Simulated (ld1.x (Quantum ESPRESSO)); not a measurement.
**Ranking TM potentials for carbon (C)**

All share these settings but for the change named:

| Quantity | Value |
| --- | --- |
| Element | carbon |
| Generator | ld1.x (Quantum ESPRESSO) 7.5 |
| Type | norm-conserving Troullier–Martins (Kleinman–Bylander form) |
| Functional | LDA (PZ) |
| Relativity | non-relativistic |
| Frozen core | [He] |
| Valence charge | 4 |
| Reference configuration | 2s2 2p1 (charge +1) |
| Partial waves | 2s (bound): rc 0.80 bohr; 2p (bound): rc 2.50 bohr |
| Local potential | all-electron potential smoothed inside 1.00 bohr (lloc = -1) |
| Core correction | Bessel-smoothed model core, default radius (core density twice the valence density) |

Test errors are all-electron minus pseudo excitation energies from the reference, over 2s2 2p2; 2s2 2p0; 2s1 2p0; 2s2 2p2.3; 2s1 2p2; 2s2 2p1.5; 2s0 2p4. None of these files shows a bound ghost.

The base gives 630.8 meV.

Of 8 variants that were run, those that failed, showed a ghost or another fault, or gave nearly equal values are left out.

Task: Rank these variants by their largest absolute test error, smallest first.
A. wave 2p (bound): rc 2.50 bohr becomes 2p (bound): rc 2.98 bohr
B. wave 2p (bound): rc 2.50 bohr becomes 2p (bound): rc 2.16 bohr
C. wave 2p (bound): rc 2.50 bohr becomes 2p (bound): rc 3.50 bohr
D. wave 2p (bound): rc 2.50 bohr becomes 2p (bound): rc 1.90 bohr
E. wave 2p (bound): rc 2.50 bohr becomes 2p (bound): rc 3.22 bohr

Result: D (266.1 meV), B (394.6 meV), A (1054.6 meV), E (1293.0 meV), C (1666.7 meV).
